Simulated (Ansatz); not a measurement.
Species: HgO, net charge 0, singlet state. SMILES: [O]=[Hg]
Geometry: optimised at B3LYP-D3(BJ)/def2-TZVP (Ansatz, a program for electronic structure).

Wanted: atomisation energy (electronic, to ground-state atoms), in kcal/mol. Correlated levels leave the core frozen unless marked. UHF or UKS for open shells. Spin-orbit coupling is left out. The frozen core is the preceding noble-gas configuration, with the filled d and f shells of earlier blocks. Past Kr the def2 sets carry scalar-relativistic core potentials. The coupled-cluster limit lacks core correlation, which all-electron functionals hold. Basis-set limits of correlation are two-point, X^-3; Hartree-Fock from the larger set.

| level | program | atomisation energy (kcal/mol) |
|---|---|---|
| HF/def2-QZVPPD | Ansatz | -64.5 |
| BLYP-D4/def2-TZVPD | Ansatz + dftd4 | 10.5 |
| revPBE-D4/def2-TZVPD | Ansatz + dftd4 | 8.3 |
| r2SCAN-D4/def2-TZVPD | Ansatz + dftd4 | 4.0 |

Problem. Estimate the value at CCSD(T)/CBS(def2-TZVPPD,def2-QZVPPD) as computed with Ansatz.

Solution. 2.5 kcal/mol, so r2SCAN-D4/def2-TZVPD differs from it by 1.5 kcal/mol.
